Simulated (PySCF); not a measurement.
RbCl, SMILES [Cl][Rb].

Geometry: B3LYP-D3(BJ)/def2-TZVPD. The def2 effective core potentials stand for the cores of Rb; spin–orbit coupling is left out.

Level of theory: ωB97X/def2-TZVPD (PySCF).

Isolated molecule, no solvent.

Problem. Estimate the frontier levels, gap, dipole moment and polarisability. (An estimate is asked for; the answer gives what the named calculation found.)

Solution. 
```yaml
highest_occupied_level: -8.25 eV
lowest_empty_level: -0.11 eV
orbital_gap: 8.14 eV
dipole_moment: 11.26 D
quadrupole, principal values (traceless, Buckingham form, about the centre of nuclear charge): -10.20, 5.10, 5.10 D·Å
mean_static_polarisability: 38.3 bohr³ (5.67 Å³)
polarisability_principal_values: 35.2, 35.2, 44.3 bohr³
```
